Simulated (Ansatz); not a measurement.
Species: sum formula H3GeO3, charge 0, multiplicity 2. It need not be the lowest isomer of its formula. 
Coordinates optimised at B3LYP-D3(BJ)/def2-TZVP (Ansatz, a quantum-chemistry and plane-wave program):
```xyz
7

Ge     0.2964    -0.0452    -0.0713
O     -0.8135    -0.7947    -1.2641
O     -0.1305     1.6954    -0.0037
O     -0.1333    -0.7363     1.5269
H     -0.8630    -1.7544    -1.1766
H     -0.2039     2.0962    -0.8783
H      0.2000    -0.2096     2.2634
```
Charge 0, spin multiplicity 2.

Quantity: vertical ionisation energy (to the singlet state of charge +1; each state is the SCF solution reached for its spin; the molecule has degenerate orbitals, so one determinant may break the symmetry), in eV. Correlated levels leave the core frozen unless marked. UHF or UKS for open shells. Spin-orbit coupling is left out. Frozen are the shells of the preceding noble gas and the d and f shells that filled before the atom's block. No relativistic terms. CBS(X,Y): correlation extrapolated as X^-3; Hartree-Fock from the larger set. The bracket is a focal-point correction in the basis named.

RI-MP2/CBS(aug-cc-pVTZ,aug-cc-pVQZ)+[CCSD(T)-MP2]/aug-cc-pVTZ (Ansatz) gives 8.88 eV.

Problem. Another calculation gave 8.80 eV. Which level was it?
A) PBE0/def2-TZVPD (Ansatz)
B) PBE/def2-TZVPD (Ansatz)
C) B2PLYP/def2-TZVPD (Ansatz)
D) BHLYP/def2-TZVPD (Ansatz)

Solution. C, B2PLYP/def2-TZVPD (Ansatz). The others give 9.17 (BHLYP), 8.95 (PBE0), 8.63 (PBE) eV.
